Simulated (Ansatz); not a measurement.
Relaxation of CH$_{10}$N$_{2}$Si$_{2}$ (15 atoms, charge 0, multiplicity 1), to a largest force component of 0.02 eV/Å in at most 40 steps.

Computed with Ansatz 0.2.0, RKS PBE-D4/6-31G.

```xyz
15
Properties=species:S:1:pos:R:3:forces:R:3
Si 0.000 0.000 0.000 1.32 2.24 -0.38
C 0.000 0.000 1.870 0.03 0.02 0.82
H -1.000 -0.309 2.240 0.22 0.13 0.10
H 0.768 -0.711 2.240 -0.20 0.16 0.07
H 0.232 1.020 2.240 -0.03 -0.27 0.07
N 1.716 0.000 -0.606 0.36 0.07 -0.28
H 2.215 -0.918 -0.787 -0.54 1.78 0.14
H 2.217 0.918 -0.778 -0.48 -1.77 0.18
N -0.857 1.485 -0.606 -0.18 0.30 -0.24
H -1.877 1.430 -0.889 1.80 0.48 0.29
H -0.337 2.406 -0.677 -1.26 -1.34 0.03
Si -1.046 -1.812 -0.739 -0.35 -0.60 -0.34
H -1.703 -2.485 0.377 -0.52 -0.59 0.69
H -2.045 -1.427 -1.731 -0.74 0.13 -0.72
H -0.078 -2.717 -1.351 0.58 -0.73 -0.45
```

Task: Where does it end, and by what steps?

Result: The run converged. The force dipped under the threshold on the way, but the program's further checks kept it going. Limits of this set-up: no polarisation functions. After 22 steps the energy has fallen by 0.792 eV; H11 moved furthest, 1.29 Å.

```json
{"step": "0", "energy less start (eV)": "0.0000", "largest force component (eV/Å)": "2.237", "accepted": "yes"}
{"step": "1", "energy less start (eV)": "-0.5083", "largest force component (eV/Å)": "1.007", "accepted": "yes"}
{"step": "2", "energy less start (eV)": "-0.5965", "largest force component (eV/Å)": "0.437", "accepted": "yes"}
{"step": "3", "energy less start (eV)": "-0.6362", "largest force component (eV/Å)": "0.427", "accepted": "yes"}
{"step": "4", "energy less start (eV)": "-0.6910", "largest force component (eV/Å)": "0.309", "accepted": "yes"}
{"step": "5", "energy less start (eV)": "-0.7172", "largest force component (eV/Å)": "0.891", "accepted": "yes"}
{"step": "6", "energy less start (eV)": "-0.7705", "largest force component (eV/Å)": "0.111", "accepted": "yes"}
{"step": "7", "energy less start (eV)": "-0.7667", "largest force component (eV/Å)": "0.299", "accepted": "no"}
{"step": "8", "energy less start (eV)": "-0.7780", "largest force component (eV/Å)": "0.039", "accepted": "yes"}
{"step": "9", "energy less start (eV)": "-0.7747", "largest force component (eV/Å)": "0.141", "accepted": "no"}
{"step": "10", "energy less start (eV)": "-0.7800", "largest force component (eV/Å)": "0.022", "accepted": "yes"}
{"step": "11", "energy less start (eV)": "-0.7818", "largest force component (eV/Å)": "0.017", "accepted": "yes"}
{"step": "12", "energy less start (eV)": "-0.7834", "largest force component (eV/Å)": "0.057", "accepted": "yes"}
{"step": "13", "energy less start (eV)": "-0.7846", "largest force component (eV/Å)": "0.136", "accepted": "yes"}
{"step": "14", "energy less start (eV)": "-0.7861", "largest force component (eV/Å)": "0.094", "accepted": "yes"}
{"step": "15", "energy less start (eV)": "-0.7883", "largest force component (eV/Å)": "0.032", "accepted": "yes"}
{"step": "16", "energy less start (eV)": "-0.7895", "largest force component (eV/Å)": "0.076", "accepted": "yes"}
{"step": "17", "energy less start (eV)": "-0.7901", "largest force component (eV/Å)": "0.054", "accepted": "yes"}
{"step": "18", "energy less start (eV)": "-0.7911", "largest force component (eV/Å)": "0.019", "accepted": "yes"}
{"step": "19", "energy less start (eV)": "-0.7916", "largest force component (eV/Å)": "0.013", "accepted": "yes"}
{"step": "20", "energy less start (eV)": "-0.7918", "largest force component (eV/Å)": "0.028", "accepted": "yes"}
{"step": "21", "energy less start (eV)": "-0.7919", "largest force component (eV/Å)": "0.024", "accepted": "yes"}
{"step": "22", "energy less start (eV)": "-0.7920", "largest force component (eV/Å)": "0.016", "accepted": "yes"}
```

```xyz
15
Properties=species:S:1:pos:R:3
Si 0.021 0.047 -0.005
C 0.189 0.130 1.901
H -0.803 0.100 2.382
H 0.787 -0.721 2.262
H 0.698 1.062 2.206
N 1.646 0.013 -0.731
H 1.870 -0.556 -1.543
H 2.370 0.681 -0.476
N -1.026 1.428 -0.413
H -1.386 1.595 -1.349
H -1.208 2.180 0.246
Si -1.040 -1.927 -0.782
H -2.329 -2.161 -0.019
H -1.403 -1.821 -2.254
H -0.181 -3.169 -0.622
```

Time of the run: 87 s on 1 thread of Intel(R) Xeon(R) Platinum 8488C (Sapphire Rapids), on a shared host, peak memory 0.17 GiB.
